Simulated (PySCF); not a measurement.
How methods differ on the excitation energy of B

B [He] 2s2 2p1 (2P) → B [He] 2s2 3s1 (2S), as a difference of total energies. All numbers are calculated (PySCF 2.14, scalar relativity by spin-free X2C-1e, in aug-cc-pVDZ-DK (4s3p2d, 23 functions)). Correlated levels: valence: 1s2 frozen. The calculations carry no spin-orbit coupling.

```tsv
method	excitation energy (eV)
UHF	5.103
LDA	5.345
PBE	5.356
PBE0	5.364
r2SCAN	5.573
TPSSh	5.504
B3LYP	5.474
PBEsol	5.278
HSE06	5.374
MP2 (valence)	5.069
SCS-MP2 (valence)	5.050
```

How much does correlation contribute at MP2 (valence)?

5.069 − (5.103) = -0.034 eV, measured against UHF.

Errors of the correlated levels include the incompleteness of this basis and the frozen core.

The promoted electron is Rydberg-like, and one or two diffuse shells describe it only roughly, which tends to raise the upper state.

For comparison: 4.963 eV (measured; NIST levels, between the centres of gravity of the two terms).
